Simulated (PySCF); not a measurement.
# Hg⁴⁵⁺ (mercury, charge +45) across methods

[Ar] 3d10 4s2 4p5, 2P determinant. Computed with PySCF 2.14 in an uncontracted even-tempered set (17 s from 5.2 bohr⁻², ratio 2.5; 12 p from 6.7 bohr⁻², ratio 2.5; 8 d from 12 bohr⁻², ratio 2.5; 4 f from 36 bohr⁻², ratio 2.7; 4 g from 54 bohr⁻², ratio 2.7), with the non-relativistic Hamiltonian (point nucleus).

| method | E (hartree) | mean ε 4s β (eV) | mean ε 4p α (eV) | mean ε 4p β (eV) | Σ⟨r²⟩ (bohr²) | ⟨S²⟩ |
| --- | --- | --- | --- | --- | --- | --- |
| r2SCAN | -17035.48 | -2446.8 | -2356.8 | -2351.5 | 1.900 | 0.751 |
| PBE0 | -17035.09 | -2453.0 | -2362.0 | -2356.9 | 1.899 | 0.751 |
| LDA | -17025.75 | -2443.5 | -2354.4 | -2349.9 | 1.899 | 0.750 |
| PBE | -17034.83 | -2443.6 | -2354.5 | -2349.8 | 1.898 | 0.750 |
| TPSS | -17035.01 | -2444.9 | -2355.3 | -2350.3 | 1.899 | 0.750 |
| UHF | -17033.88038 | -2479.2 | -2382.8 | -2376.6 | 1.900 | 0.752 |

Problem. Estimate the same row for r2SCAN0.

Solution. E (hartree) = -17035.60; mean ε 4s β (eV) = -2455.3; mean ε 4p α (eV) = -2363.7; mean ε 4p β (eV) = -2358.2; Σ⟨r²⟩ (bohr²) = 1.900; ⟨S²⟩ = 0.751.

A non-relativistic calculation at this Z misses sizeable relativistic shifts. Spin-orbit coupling, absent here, splits the open shell strongly.
